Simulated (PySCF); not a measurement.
Stepwise substitution at one centre (In H-SH). Isolated molecules, 0 K electronic values unless said otherwise. One relaxed conformer stands for each flexible species; it need not be the lowest. Strings in code marks are SMILES.

All values below come from PBE-D3(BJ)/def2-TZVP run with PySCF. All candidates: neutral, multiplicity 1. 

HOMO–LUMO gap: 4.34 eV
LUMO: -2.65 eV
HOMO: -6.99 eV

Task: Identify which member has these values.
(A) `[SH][InH2]`
(B) `[SH][InH][SH]` (H–S–In–S torsion 0°, S–In–S–H torsion 0°)
(C) `[InH3]`

Result: C, `[InH3]`. The others give `[SH][InH][SH]` (H–S–In–S torsion 0°, S–In–S–H torsion 0°): 4.08 eV, -2.15 eV, -6.23 eV; `[SH][InH2]`: 3.83 eV, -2.41 eV, -6.24 eV
